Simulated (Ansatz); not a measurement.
Reactions of `[NH2][GeH]([SH])[TeH]`.

Calculated with Ansatz (gas phase, PBE0-D4/def2-TZVP geometries, no zero-point term in ΔE). CBS: MP2 limit from def2 TZ/QZ plus the TZ coupled-cluster correction, frozen cores. This one scheme is used for every species, atoms too. Functionals use def2-TZVPP. Open shells (•) are unrestricted, without spin–orbit coupling. Spin–orbit coupling would lower the free atoms: a little for S; clearly for Ge; strongly for Te. def2 core potentials past Kr. Bonds to Ge, Te are less sure, by a few kJ/mol each and by 10 to 20 or more in all where they break to atoms, as the def2 sets lack core-valence functions. Scalar relativity is left out up to krypton. Each species was taken in one conformer, which may not be the lowest.

```csv
reaction,PBE-D4 (eV),CCSD/CBS(def2) (eV),PBE0-D4 (eV),CCSD(T)/CBS(def2) (eV)
`[NH2][GeH]([SH])[TeH]` + `C#C` → `C#[C][GeH]([NH2])[SH]` + H₂Te,0.60,0.54,0.58,0.55
`[NH2][GeH]([SH])[TeH]` + H₂O → `[NH2][GeH]([OH])[SH]` + H₂Te,0.39,0.34,0.39,0.36
`[NH2][GeH]([SH])[TeH]` → Ge• + 5 H• + N• + S• + Te•,26.80,26.10,26.26,26.64
`[NH2][GeH]([SH])[TeH]` → `[NH2][Ge][SH]` + H₂Te,0.96,1.04,1.14,1.06
`[NH2][GeH]([SH])[TeH]` + CH₄ → `[CH3][GeH]([NH2])[SH]` + H₂Te,0.94,0.86,0.92,0.88
```

Largest T1 diagnostic: 0.014, for `[NH2][Ge][SH]`.
